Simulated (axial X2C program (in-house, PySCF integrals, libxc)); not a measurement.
**Low determinants of CrTe at the PBE0 level, without spin–orbit coupling**

Calculated with an axial X2C code built on PySCF integrals. Spin-free means the one-electron spin-free X2C Hamiltonian. Basis: Te dyall-cv3z [11s12p8d4f1g], Cr dyall-cv3z [9s10p6d3f2g] (cores contracted in-house); Gaussian nuclei, density fitting, unrestricted open shells. Masses: Te 129.906 u, Cr 51.941 u.

Search at 2.522 Å (vertical energies from the lowest determinant):

```json
{"ΔE (eV)": "0.00", "state": "M_S = 2, Λ = 1", "electrons beyond evenly filled partner blocks": "σα, π+α, δ+α, δ-α", "electrons in σ, π, δ, φ": "33 33 10 0"}
{"ΔE (eV)": "0.41", "state": "M_S = 3, Λ = 1", "electrons beyond evenly filled partner blocks": "σα, 2 × π+α, π+β, 2 × π-α, δ+α, δ-α", "electrons in σ, π, δ, φ": "33 33 10 0"}
{"ΔE (eV)": "1.09", "state": "M_S = 2, Λ = 0", "electrons beyond evenly filled partner blocks": "π+α, π-α, δ+α, δ-α", "electrons in σ, π, δ, φ": "32 34 10 0"}
{"ΔE (eV)": "1.15", "state": "M_S = 2, Λ = 0", "electrons beyond evenly filled partner blocks": "2 × σα, δ+α, δ-α", "electrons in σ, π, δ, φ": "34 32 10 0"}
{"ΔE (eV)": "1.32", "state": "M_S = 3, Λ = 0", "electrons beyond evenly filled partner blocks": "2 × σα, π+α, π-α, δ+α, δ-α", "electrons in σ, π, δ, φ": "32 34 10 0"}
{"ΔE (eV)": "1.61", "state": "M_S = 1, Λ = 0", "electrons beyond evenly filled partner blocks": "δ+α, δ-α", "electrons in σ, π, δ, φ": "34 32 10 0"}
{"ΔE (eV)": "1.66", "state": "M_S = 2, Λ = 2", "electrons beyond evenly filled partner blocks": "σα, π+α, π-α, δ+α", "electrons in σ, π, δ, φ": "33 34 9 0"}
```

Lowest determinant, M_S = 2, Λ = 1 (beyond evenly filled blocks: σα, π+α, δ+α, δ-α): Re = 2.497 Å, ωe = 244.6 cm⁻¹.

The determinant in row 2 of the search, M_S = 3, Λ = 1 (beyond evenly filled blocks: σα, 2 × π+α, π+β, 2 × π-α, δ+α, δ-α), was followed along the bond at PBE0; measured from the minimum of the lowest determinant it gives:

Te = 0.372 eV (3001 cm⁻¹), Re = 2.623 Å, ωe = 229.2 cm⁻¹.

(1) Compare the bond of the determinant in row 2 with that of the lowest one.

The search compares states at one distance, so a state with another bond length can lie lower; it is not exhaustive and yields mostly the lowest determinant of each block pattern, so other components and higher states of one pattern are missing. These are energies of single determinants, not of spin-adapted states; PBE0 term energies can be off by some tenths of an eV, and the functional has no current term. The lowest determinant need not be the ground state where others lie within half an eV. Row 1 is spin-contaminated (⟨S²⟩ = 6.79 against 6.00), so its values are not those of a pure state.

## Answers

(1) At PBE0 its Re is 0.126 Å longer and its force constant, which goes as ωe², is 0.88 times that of the lowest determinant. T0 ≈ Te + Δωe/2 = 3001 + (-8) = 2993 cm⁻¹.
